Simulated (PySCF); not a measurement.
**Excitation energy of O by level of theory**

O [He] 2s2 2p4 (3P) → O [He] 2s1 2p5 (3P), as a difference of total energies. Computed with PySCF 2.14 in ANO-RCC-VTZP (4s3p2d1f, 30 functions), with the spin-free X2C one-electron Hamiltonian (Gaussian nucleus). Correlated levels: valence: 1s2 frozen. The calculations carry no spin-orbit coupling.

```csv
method,excitation energy (eV)
UHF,16.913
MP2 (valence),16.047
SCS-MP2 (valence),15.980
CCSD (valence),15.746
CCSD(T) (valence),15.629
CCSDT (valence),15.606
```

**Question.** How much does correlation contribute at CCSD(T) (valence)?

**Answer.** 15.629 − (16.913) = -1.284 eV, measured against UHF.

The upper state lies above the first ionisation limit, where it may autoionise and the basis confines it.
